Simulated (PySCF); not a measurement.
**Dipole polarisabilities along the alkaline earths, charge +2**

Calculated with PySCF 2.14 for the ground configurations, without spin-orbit coupling: coupled response for Hartree-Fock and DFT. Mean α in bohr³, C₆ of like pairs in atomic units.

```json
{"species": "Be²⁺ 1s2 (aug-cc-pCVQZ-DK, spin-free X2C)", "α UHF": "0.05167", "α PBE": "0.05505", "α PBE0": "0.05409", "C₆ UHF": "0.01101", "C₆ PBE": "0.01197", "C₆ PBE0": "0.01170"}
{"species": "Mg²⁺ [Ne] (aug-cc-pCVQZ-DK, spin-free X2C)", "α UHF": "0.4585", "α PBE": "0.5031", "α PBE0": "0.4887", "C₆ UHF": "0.5411", "C₆ PBE": "0.6049", "C₆ PBE0": "0.5844"}
{"species": "Ca²⁺ [Ar] (aug-cc-pwCVQZ-X2C, spin-free X2C)", "α UHF": "3.247", "α PBE": "3.325", "α PBE0": "3.289", "C₆ UHF": "10.69", "C₆ PBE": "11.02", "C₆ PBE0": "10.87"}
```
